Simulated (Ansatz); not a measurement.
`F[C@H]1C=CC[C@@H]1F`, 13 atoms. Total charge 0; spin multiplicity 1. Hardware: A = 2 threads of an AMD EPYC 7R13 on a shared host and a share of an NVIDIA H100 80 GB; B = 2 threads of an AMD EPYC 7R13 on a shared host. Correlated methods freeze the cores. Open-shell runs search over several starts.

(1) Give the basis size and wall time and peak host memory of each of these runs in Ansatz. UKS ωB97X-V/def2-TZVPP energy of the cation [A]; RKS PBE0-D4/def2-TZVP frequencies [A]; RKS ωB97M-V/def2-SVP energy [B]; RKS PBE0-D4/def2-TZVP relaxation (10 steps) [A]; direct RPA on PBE orbitals/def2-TZVPP energy [A]; RHF-CCSD(T)/def2-TZVPP energy [A]; UHF-MP2/def2-QZVPP energy of the cation [A]; UHF-CCSD(T)/def2-TZVPP energy of the cation [A]; RKS BLYP-D4/def2-TZVPP energy [A]; UKS r2SCAN-D4/def2-TZVPP energy of the cation [A]; RKS ωB97X-V/def2-TZVPP energy [A]; RKS PBE0-D4/def2-QZVPP energy [A]. (Best estimate.)

Answers

(1) Computed: Other jobs shared the machine, so times are rough.

```json
{"level": "RKS BLYP-D4/def2-TZVPP", "job": "energy [A]", "functions": "301", "wall time": "3.5 s", "peak host memory (GiB)": "0.83"}
{"level": "RKS ωB97M-V/def2-SVP", "job": "energy [B]", "functions": "128", "wall time": "7.5 s", "peak host memory (GiB)": "0.52"}
{"level": "RKS ωB97X-V/def2-TZVPP", "job": "energy [A]", "functions": "301", "wall time": "11 s", "peak host memory (GiB)": "0.91"}
{"level": "direct RPA on PBE orbitals/def2-TZVPP", "job": "energy [A]", "functions": "301", "wall time": "13 s", "peak host memory (GiB)": "1.6"}
{"level": "UKS r2SCAN-D4/def2-TZVPP", "job": "energy of the cation [A]", "functions": "301", "wall time": "14 s", "peak host memory (GiB)": "0.94"}
{"level": "RHF-CCSD(T)/def2-TZVPP", "job": "energy [A]", "functions": "301", "wall time": "15 s", "peak host memory (GiB)": "0.86"}
{"level": "UHF-MP2/def2-QZVPP", "job": "energy of the cation [A]", "functions": "579", "wall time": "16 s", "peak host memory (GiB)": "1.3"}
{"level": "UKS ωB97X-V/def2-TZVPP", "job": "energy of the cation [A]", "functions": "301", "wall time": "16 s", "peak host memory (GiB)": "1"}
{"level": "RKS PBE0-D4/def2-QZVPP", "job": "energy [A]", "functions": "579", "wall time": "21 s", "peak host memory (GiB)": "2.6"}
{"level": "RKS PBE0-D4/def2-TZVP", "job": "relaxation (10 steps) [A]", "functions": "253", "wall time": "29 s", "peak host memory (GiB)": "0.88"}
{"level": "UHF-CCSD(T)/def2-TZVPP", "job": "energy of the cation [A]", "functions": "301", "wall time": "57 s", "peak host memory (GiB)": "1.4"}
{"level": "RKS PBE0-D4/def2-TZVP", "job": "frequencies [A]", "functions": "253", "wall time": "3.5 min", "peak host memory (GiB)": "0.88"}
```
